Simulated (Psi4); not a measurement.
H3O3Si (SMILES O[Si](O)O), doublet, at a GFN2-xTB geometry; MP2/aug-cc-pVDZ (Psi4).

Here is a job for Psi4.
```
memory 2 GB

molecule {
0 2
  O    -0.84317475   -0.87603590   -0.91455838
  Si   -0.16941596   -0.08038194    0.34291190
  O    -0.28508537    1.51773913   -0.03316397
  O     1.37066024   -0.57947772    0.49097699
  H    -1.58178239   -0.47345656   -1.36288875
  H     0.23413609    2.15205276    0.45211068
  H     1.78026866   -1.05105329   -0.23602572
}

set basis aug-cc-pvdz
set reference uhf
set freeze_core true
set mp2_type conv
set scf_type pk
set puream true
set d_convergence 1e-8

energy('mp2')
print_variables()
```

The log (banner, timings and long lists left out):

```
   => Loading Basis Set <=

    Name: AUG-CC-PVDZ
    Role: ORBITAL
    Keyword: BASIS

         ---------------------------------------------------------
                                   SCF
               by Justin Turney, Rob Parrish, Andy Simmonett
                          and Daniel G. A. Smith
                              UHF Reference
         ---------------------------------------------------------

  ==> Geometry <==

    Molecular point group: c1
    Full point group: C1

    Geometry (in Angstrom), charge = 0, multiplicity = 2:

       Center              X                  Y                   Z               Mass
    ------------   -----------------  -----------------  -----------------  -----------------
         O           -0.837774228206    -0.868172466273    -0.928893232768    15.994914619570
         SI          -0.164015438206    -0.072518506273     0.328577047232    27.976926534650
         O           -0.279684848206     1.525602563727    -0.047498822768    15.994914619570
         O            1.376060761794    -0.571614286273     0.476642137232    15.994914619570
         H           -1.576381868206    -0.465593126273    -1.377223602768     1.007825032230
         H            0.239536611794     2.159916193727     0.437775827232     1.007825032230
         H            1.785669181794    -1.043189856273    -0.250360572768     1.007825032230

  Running in c1 symmetry.

  Rotational constants: A =      0.25161  B =      0.23358  C =      0.13370 [cm^-1]
  Rotational constants: A =   7543.18747  B =   7002.55212  C =   4008.29640 [MHz]
  Nuclear repulsion =  178.826780664869148

  Charge       = 0
  Multiplicity = 2
  Electrons    = 41
  Nalpha       = 21
  Nbeta        = 20

  ==> Algorithm <==

  SCF Algorithm Type is PK.
  DIIS enabled.
  MOM disabled.
  Fractional occupation disabled.
  Guess Type is SAD.
  Energy threshold   = 1.00e-08
  Density threshold  = 1.00e-08
  Integral threshold = 1.00e-12

  ==> Primary Basis <==

  Basis Set: AUG-CC-PVDZ
    Blend: AUG-CC-PVDZ
    Number of shells: 53
    Number of basis functions: 123
    Number of Cartesian functions: 131
    Spherical Harmonics?: true
    Max angular momentum: 2

  ==> Integral Setup <==

  Using in-core PK algorithm.
   Calculation information:
      Number of atoms:                   7
      Number of AO shells:              53
      Number of primitives:            149
      Number of atomic orbitals:       131
      Number of basis functions:       123

      Integral cutoff                 1.00e-12
      Number of threads:                 1

  Performing in-core PK
  Using 58163502 doubles for integral storage.
  We computed 1021246 shell quartets total.
  Whereas there are 1024596 unique shell quartets.

  ==> DiskJK: Disk-Based J/K Matrices <==

    J tasked:                  Yes
    K tasked:                  Yes
    wK tasked:                  No
    Schwarz Cutoff:          1E-12

  Minimum eigenvalue in the overlap matrix is 6.3149536818E-04.
  Reciprocal condition number of the overlap matrix is 7.4041704244E-05.
    Using symmetric orthogonalization.

  ==> Pre-Iterations <==

  SCF Guess: Superposition of Atomic Densities via on-the-fly atomic UHF (no occupation information).

   -------------------------
    Irrep   Nso     Nmo
   -------------------------
     A        123     123
   -------------------------
    Total     123     123
   -------------------------

  ==> Iterations <==

                        Total Energy        Delta E     RMS |[F,P]|

   @UHF iter SAD:  -514.27526435515404   -5.14275e+02   0.00000e+00
   @UHF iter   1:  -515.17774251478795   -9.02478e-01   6.02438e-03 ADIIS/DIIS
   @UHF iter   2:  -515.32456218721927   -1.46820e-01   3.77867e-03 ADIIS/DIIS
   @UHF iter   3:  -515.40159246279927   -7.70303e-02   3.57299e-04 ADIIS/DIIS
   @UHF iter   4:  -515.40354439049247   -1.95193e-03   7.34769e-05 DIIS
   @UHF iter   5:  -515.40367386170044   -1.29471e-04   2.81885e-05 DIIS
   @UHF iter   6:  -515.40369184032761   -1.79786e-05   1.32067e-05 DIIS
   @UHF iter   7:  -515.40369482805613   -2.98773e-06   4.93935e-06 DIIS
   @UHF iter   8:  -515.40369545886347   -6.30807e-07   1.69343e-06 DIIS
   @UHF iter   9:  -515.40369553235462   -7.34912e-08   5.34818e-07 DIIS
   @UHF iter  10:  -515.40369553938945   -7.03483e-09   1.69966e-07 DIIS
   @UHF iter  11:  -515.40369554002723   -6.37783e-10   8.32096e-08 DIIS
   @UHF iter  12:  -515.40369554011977   -9.25411e-11   3.43164e-08 DIIS
   @UHF iter  13:  -515.40369554014512   -2.53522e-11   1.14709e-08 DIIS
   @UHF iter  14:  -515.40369554014842   -3.29692e-12   4.33174e-09 DIIS
  Energy and wave function converged.

  ==> Post-Iterations <==

   @Spin Contamination Metric:   2.995312942E-03
   @S^2 Expected:                7.500000000E-01
   @S^2 Observed:                7.529953129E-01
   @S   Expected:                5.000000000E-01
   @S   Observed:                5.000000000E-01

    Orbital Energies [Eh]
    ---------------------

    Alpha Occupied:

[...]
    Alpha Virtual:

[...]
    Beta Occupied:

[...]
    Beta Virtual:

[...]
     123A      4.278108

    Final Occupation by Irrep:
              A
    DOCC [    20 ]
    SOCC [     1 ]
    NA   [    21 ]
    NB   [    20 ]

  @UHF Final Energy:  -515.40369554014842

   => Energetics <=

    Nuclear Repulsion Energy =            178.8267806648691476
    One-Electron Energy =               -1069.5603806414717383
    Two-Electron Energy =                 375.3299044364541714
    Total Energy =                       -515.4036955401484192

  UHF NO Occupations:
  HONO-2 :   19  A 1.9997266
  HONO-1 :   20  A 1.9990345
  HONO-0 :   21  A 1.0000000
  LUNO+0 :   22  A 0.0009655
  LUNO+1 :   23  A 0.0002734
  LUNO+2 :   24  A 0.0001432
  LUNO+3 :   25  A 0.0000328

Computation Completed

Properties will be evaluated at   0.000000,   0.000000,   0.000000 [a0]

Properties computed using the SCF density matrix

 Multipole Moments:

[...]
  DIE_IF_NOT_CONVERGED          => (empty)
[...]
  FREEZE_CORE                   => TRUE            !
  FREEZE_CORE_POLICY            => (empty)
  FROZEN_DOCC                   => (empty)
  FROZEN_UOCC                   => (empty)
  INTEGRAL_PACKAGE              => (empty)
  IP_POLES                      => (empty)
  LEVEL_SHIFT                   => (empty)
  LITERAL_CFOUR                 => (empty)
  LS_THC_BASIS_TOLERANCE        => (empty)
  LS_THC_DF                     => (empty)
  LS_THC_PRUNING_SCHEME         => (empty)
  LS_THC_RADIAL_POINTS          => (empty)
  LS_THC_SPHERICAL_POINTS       => (empty)
  LS_THC_S_EPSILON              => (empty)
  LS_THC_WEIGHTS_TOLERANCE      => (empty)
  MAT_NUM_COLUMN_PRINT          => (empty)
  MAX_MOGRAD_CONVERGENCE        => (empty)
  MAX_RADIAL_MOMENT             => (empty)
  MBIS_D_CONVERGENCE            => (empty)
  MBIS_MAXITER                  => (empty)
  MBIS_PRUNING_SCHEME           => (empty)
  MBIS_RADIAL_POINTS            => (empty)
  MBIS_SPHERICAL_POINTS         => (empty)
  MOGRAD_DAMPING                => (empty)
  MOLDEN_WITH_VIRTUAL           => (empty)
  MO_MAXITER                    => (empty)
  MO_READ                       => (empty)
  MO_STEP_MAX                   => (empty)
  MO_WRITE                      => (empty)
  MP2_OS_SCALE                  => (empty)
  MP2_SOS_SCALE                 => (empty)
  MP2_SOS_SCALE2                => (empty)
  MP2_SS_SCALE                  => (empty)
  MP2_TYPE                      => CONV            !
  MP_TYPE                       => (empty)
  NAT_ORBS                      => (empty)
  NUM_FROZEN_DOCC               => (empty)
  NUM_FROZEN_UOCC               => (empty)
  NUM_GPUS                      => (empty)
  OCC_ORBS_PRINT                => (empty)
  OEPROP                        => (empty)
  OPT_METHOD                    => (empty)
  ORBITAL_OPTIMIZER_PACKAGE     => (empty)
  ORB_OPT                       => FALSE           !
  ORB_RESP_SOLVER               => (empty)
  ORTH_TYPE                     => (empty)
  OS_SCALE                      => (empty)
  PARENT_SYMMETRY               => (empty)
  PCG_BETA_TYPE                 => (empty)
  PCG_CONVERGENCE               => (empty)
  PCG_MAXITER                   => (empty)
  PCM                           => (empty)
  PE                            => (empty)
  PRINT                         => (empty)
  PRINT_NOONS                   => (empty)
  PROPERTIES                    => (empty)
  PROPERTIES_ORIGIN             => (empty)
  PUREAM                        => TRUE            !
  QC_MODULE                     => (empty)
  RAS1                          => (empty)
  RAS2                          => (empty)
  RAS3                          => (empty)
  RAS4                          => (empty)
  RELATIVISTIC                  => (empty)
  RELAXED                       => (empty)
  REMP_A                        => (empty)
  RESTRICTED_DOCC               => (empty)
  RESTRICTED_UOCC               => (empty)
  RMS_MOGRAD_CONVERGENCE        => (empty)
  R_CONVERGENCE                 => (empty)
  SCF_TYPE                      => PK              !
  SCREENING                     => (empty)
  SCS_TYPE                      => (empty)
  SOCC                          => (empty)
  SOS_TYPE                      => (empty)
  SPIN_SCALE_TYPE               => NONE            !
  SS_SCALE                      => (empty)
  SYMMETRIZE                    => (empty)
  TPDM_ABCD_TYPE                => (empty)
  WFN                           => (empty)
  WFN_TYPE                      => OMP2            !
  WRITER_FILE_LABEL             => (empty)
  ZORA_BASIS_TOLERANCE          => (empty)
  ZORA_NR_DEBUG                 => (empty)
  ZORA_PRUNING_SCHEME           => (empty)
  ZORA_RADIAL_POINTS            => (empty)
  ZORA_SPHERICAL_POINTS         => (empty)

 ==============================================================================
 ==============================================================================
 ==============================================================================

                             MP2
                    Program Written by Ugur Bozkaya,
              Additional Contributions by J. P. Misiewicz

 ==============================================================================
 ==============================================================================
 ==============================================================================

	MO spaces per irreps...

	IRREP   FC   AOCC  BOCC  AVIR    BVIR  FV
	==========================================
	   A     8    13    12   102    103     0
	==========================================

	Computing MP2 energy using SCF MOs (Canonical MP2)...
	==============================================================================
	Nuclear Repulsion Energy (a.u.)    :   178.82678066486915
	SCF Energy (a.u.)                  :  -515.40369554014842
	REF Energy (a.u.)                  :  -515.40369554014842
	Alpha-Alpha Contribution (a.u.)    :    -0.09423954795627
	Alpha-Beta Contribution (a.u.)     :    -0.49908411934351
	Beta-Beta Contribution (a.u.)      :    -0.09064792161920
	Scaled_SS Correlation Energy (a.u.):    -0.06162915652516
	Scaled_OS Correlation Energy (a.u.):    -0.59890094321221
	SCS-MP2 Total Energy (a.u.)        :  -516.06422563988576
	SOS-MP2 Total Energy (a.u.)        :  -516.00259648336066
	SCSN-MP2 Total Energy (a.u.)       :  -515.72909748660129
	SCS-MP2-VDW Total Energy (a.u.)    :  -516.13496694769583
	SOS-PI-MP2 Total Energy (a.u.)     :  -516.10241330722931
	MP2 Correlation Energy (a.u.)      :    -0.68397158891898
	MP2 Total Energy (a.u.)            :  -516.08766712906743
	==============================================================================

  Variable Map:
  ----------------------------------------------------------------------------
[...]
  Array Variable Map:
  ----------------------------------------------------------------------------
[...]
[...]
```
